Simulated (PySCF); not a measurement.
**Deuteron quadrupole couplings in `FC(F)C1=CC=CC=CB1`**

Compound: C7H7BF2.
Structure used (PBE0-D3(BJ)/def2-SVP), in Å, numbered top down from 1:
```xyz
17
C7H7BF2 angstrom
F      2.716    0.031    1.709
C      2.494   -0.019    0.373
F      3.134    1.041   -0.177
C      1.007   -0.009    0.111
C      0.488    1.097   -0.518
C     -0.860    1.397   -0.846
C     -2.012    0.681   -0.628
C     -2.197   -0.588   -0.016
C     -1.255   -1.434    0.517
B      0.255   -1.247    0.607
H      2.970   -0.936   -0.015
H      1.205    1.871   -0.814
H     -0.999    2.360   -1.347
H     -2.931    1.160   -0.981
H     -3.244   -0.914    0.018
H     -1.671   -2.365    0.924
H      0.916   -2.143    1.089
```

Level: PBE0/pcSseg-1 (PySCF, non-relativistic); Q(2H) = 0.00286 b; rigid geometry, the same for H and D, with no vibrational averaging.

Task: Rank these positions by the coupling χzz of a deuteron there, largest first.
A. H12 (vinylic hydrogen)
B. H11 (methine hydrogen)
C. H13 (vinylic hydrogen)
D. H17 (B–H hydrogen)

Result: C (198 kHz), A (193 kHz), B (176 kHz), D (132 kHz).

Task: Tabulate Vzz, the asymmetry η and χzz = 234.96 MHz × Q × Vzz for every hydrogen position.

Result: 
```tsv
atom	bonded to	bond length (Å)	Vzz (au)	η	χzz (kHz)
H11	C2	1.104	0.2621	0.03	176
H12	C5	1.095	0.2871	0.06	193
H13	C6	1.095	0.2948	0.08	198
H14	C7	1.095	0.2947	0.07	198
H15	C8	1.097	0.2908	0.06	195
H16	C9	1.097	0.2965	0.03	199
H17	B10	1.213	0.1963	0.03	132
```

Task: Average by the element that carries the hydrogen.

Result: on C: 193 kHz over 6 positions, mean bond length 1.097 Å; on B: 132 kHz over 1 position, mean bond length 1.213 Å.

Task: Give the 2H NMR doublet splittings at H15 for a magnetic field along the z, y and x axes of the gradient: 3χ/2, 3χ(1 + η)/4, 3χ(1 − η)/4.

Result: With |χ| = 195.5 kHz and η = 0.060: 293, 155 and 138 kHz, to first order and without motion.

Isolated species at its PBE0-D3(BJ)/def2-SVP geometry (one conformer only). The small basis limits the accuracy of the gradients.

These values come from a run that also computed NMR shieldings. Time: 17 s of wall time; peak memory 0.89 GiB. Hardware: AMD EPYC 9R45, one thread, shared host.
